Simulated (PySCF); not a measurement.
```xyz
12

Si     1.9471    -0.1353    -0.0155
C      0.1048     0.0954     0.0646
C     -0.8741    -0.7524    -0.5339
C     -2.1521    -0.3385    -0.3105
S     -2.1910     1.0853     0.6286
C     -0.4904     1.1363     0.7288
H      2.3467    -1.4408     0.5750
H      2.4276    -0.1072    -1.4229
H      2.5979     0.9638     0.7441
H     -0.6360    -1.6380    -1.1096
H     -3.0705    -0.7945    -0.6476
H     -0.0085     1.9341     1.2748
```

Charge 0, multiplicity 1.

**Question.** Give the Mulliken and meta-Löwdin atomic charges from PySCF with PBE0-D3(BJ)/def2-TZVP.

**Answer.** 
```
atom  Mulliken (e)  meta-Löwdin (e)
----  ------------  ---------------
Si1           0.16             0.48
C2           -0.06            -0.26
C3           -0.21            -0.14
C4           -0.15            -0.28
S5            0.08             0.32
C6           -0.17            -0.27
H7           -0.02            -0.09
H8           -0.02            -0.09
H9           -0.03            -0.09
H10           0.13             0.13
H11           0.15             0.15
H12           0.15             0.14
```
